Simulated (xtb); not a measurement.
Job for xtb: GFN2-xTB on SiW, 2S+1 = 5, a spin state set in the input, which need not be the lowest, a point of a bond scan (R = 2.547 Å).

```
$ xtb mol.xyz --gfn 2 --sp --chrg 0 --uhf 4
2

W      0.00000000     0.00000000     0.00000000
Si     0.00000000     0.00000000     2.54722300
```

The head of its log:

```
[...]
           -------------------------------------------------
          |                Calculation Setup                |
           -------------------------------------------------



           -------------------------------------------------
          |                 G F N 2 - x T B                 |
           -------------------------------------------------

        Reference                      10.1021/acs.jctc.8b01176
      * Hamiltonian:
        H0-scaling (s, p, d)           1.850000    2.230000    2.230000
        zeta-weighting                 0.500000
      * Dispersion:
        s8                             2.700000
        a1                             0.520000
        a2                             5.000000
        s9                             5.000000
      * Repulsion:
        kExp                           1.500000    1.000000
        rExp                           1.000000
      * Coulomb:
        alpha                          2.000000
        third order                    shell-resolved
        anisotropic                    true
        a3                             3.000000
        a5                             4.000000
        cn-shift                       1.200000
        cn-exp                         4.000000
        max-rad                        5.000000


          ...................................................
          :                      SETUP                      :
          :.................................................:
          :  # basis functions                  20          :
          :  # atomic orbitals                  18          :
          :  # shells                            6          :
          :  # electrons                        10          :
          :  max. iterations                   250          :
          :  Hamiltonian                  GFN2-xTB          :
          :  restarted?                      false          :
          :  GBSA solvation                  false          :
          :  PC potential                    false          :
          :  electronic temp.          300.0000000     K    :
          :  accuracy                    1.0000000          :
          :  -> integral cutoff          0.2500000E+02      :
          :  -> integral neglect         0.1000000E-07      :
          :  -> SCF convergence          0.1000000E-05 Eh   :
          :  -> wf. convergence          0.1000000E-03 e    :
          :  Broyden damping             0.4000000          :
          :  net charge                          0          :
          :  unpaired electrons                  4          :
          ...................................................

 iter      E             dE          RMSdq      gap      omega  full diag
   1     -1.5742246 -0.157422E+01  0.544E+01    4.36       0.0  T
   2     10.4905925  0.120648E+02  0.122E+02    0.01       1.0  T
```

Q: Give the final energy of this run.

A: -4.0635 hartree.
